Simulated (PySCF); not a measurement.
How methods differ on the ionisation energy of B⁺

B⁺ [He] 2s2 (1S) → B²⁺ [He] 2s1 (2S), as a difference of total energies. All numbers are calculated (PySCF 2.14, no relativity, point nucleus, in dyall-acv3z (15s9p4d2f, 76 functions)). Correlated levels: valence: 1s2 frozen; virtual orbitals above 40 to 60 times the deepest correlated orbital energy dropped. The calculations carry no spin-orbit coupling.

Problem. Order these methods by the ionisation energy they give, lowest first.
A. SCS-MP2 (valence)
B. MP2 (valence)
C. CCSD (valence)
D. UHF

Solution. D (23.443 eV), B (24.468 eV), A (24.673 eV), C (25.103 eV).

Errors of the correlated levels include the incompleteness of this basis and the frozen core.

With two correlated electrons CCSD is exact in that space.

For comparison: 25.155 eV (measured; NIST Atomic Spectra Database, ionization energies).
